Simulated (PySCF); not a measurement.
A TDDFT job was run through a driver script with this input:

```
{"job": {"kind": "uv", "xc": "wB97X-D", "basis": "def2-SVPD", "ip": true, "nstates": 10}, "charge": 0, "multiplicity": 1}
Sn    -0.376279     0.599835    -1.304009
O     -0.315928     0.526805     0.685853
C      0.330183    -0.523653     1.334452
H     -0.107544    -1.517937     1.106439
H      0.241890    -0.376649     2.425098
H      1.414180    -0.583272     1.103232
H      1.241604     0.649490    -1.875616
H     -1.241852     2.034521    -1.618445
H     -1.186245    -0.809140    -1.856994
```

Level of theory: TDDFT wB97X-D/def2-SVPD, vertical, gas phase, core orbitals frozen in the response, def2 core potentials past Kr in PySCF 2.14.0, density-fitted response routines. Job line and output are in the format of a driver script around the code.

Task: What does the script print for it?

Result: 
```
coarse grid: 33224 points
cycle   1  E = -329.9928212762  dE = -2.244e+01  |g| = 2.324e+00  |ddm| = 9.456e+00
cycle   2  E = -330.5645351482  dE = -5.717e-01  |g| = 1.882e+00  |ddm| = 8.816e+00
cycle   3  E = -331.1441941114  dE = -5.797e-01  |g| = 2.386e-01  |ddm| = 2.776e+00
cycle   4  E = -331.1475790182  dE = -3.385e-03  |g| = 2.127e-01  |ddm| = 4.158e-01
cycle   5  E = -331.1561196116  dE = -8.541e-03  |g| = 1.962e-02  |ddm| = 2.364e-01
cycle   6  E = -331.1562637060  dE = -1.441e-04  |g| = 6.846e-03  |ddm| = 3.668e-02
cycle   7  E = -331.1562867444  dE = -2.304e-05  |g| = 2.018e-03  |ddm| = 1.629e-02
cycle   8  E = -331.1562898191  dE = -3.075e-06  |g| = 4.236e-04  |ddm| = 7.077e-03
final grid: 68696 points
cycle   9  E = -331.1532454647  dE = -5.773e-06  |g| = 1.062e-03  |ddm| = 7.058e-03
cycle  10  E = -331.1532455378  dE = -7.306e-08  |g| = 8.462e-04  |ddm| = 2.956e-03
cycle  11  E = -331.1532456472  dE = -1.094e-07  |g| = 2.529e-04  |ddm| = 1.126e-03
cycle  12  E = -331.1532456596  dE = -1.248e-08  |g| = 3.363e-05  |ddm| = 3.026e-04
cycle  13  E = -331.1532456606  dE = -9.658e-10  |g| = 8.559e-06  |ddm| = 1.308e-04
converged SCF energy = -331.1532456606

Static polarisability (au): isotropic 58.517, principal 54.939 54.962 65.648

Singlet excitations
state   eV       nm        f      main configurations
  1   5.8548    211.8   0.00326   H->L 0.88
  2   6.7505    183.7   0.08621   H-1->L 0.81
  3   6.8471    181.1   0.03870   H->L+1 0.94
  4   7.4500    166.4   0.00162   H->L+2 0.94
  5   7.5266    164.7   0.03489   H-1->L+1 0.79, H->L+3 0.12
  6   7.7918    159.1   0.00002   H-3->L 0.74, H->L+4 0.14
  7   7.7989    159.0   0.00023   H-2->L 0.80, H->L+3 0.08
  8   7.9798    155.4   0.11179   H->L+3 0.58, H-1->L+2 0.16
  9   8.1754    151.7   0.00955   H-1->L+2 0.78, H->L+3 0.12
 10   8.2075    151.1   0.00270   H->L+4 0.41, H->L+5 0.40, H-3->L 0.11

Triplet excitations (Tamm-Dancoff, eV): 5.4753 6.0456 6.6051 7.1287
Vertical ionisation energy (delta-SCF) = 9.7173 eV
```

Geometry: PBE0-D3(BJ)/def2-SVP; no solvent, vibrations or thermal averaging. Atoms past krypton carry effective core potentials; spin–orbit coupling is left out.

The species is `C[O][SnH3]` (Sn(OMe)H3).

The SCF starts on a coarse grid; the energy jumps when the final grid takes over, and dE counts afresh there. H and L stand for HOMO and LUMO.

The vertical ionisation energy (ΔSCF) is 9.72 eV, 1.51 eV above S10.

The pairwise dispersion term of wB97X-D wasn't added to the energies; at a given geometry it leaves orbitals and properties as they are.
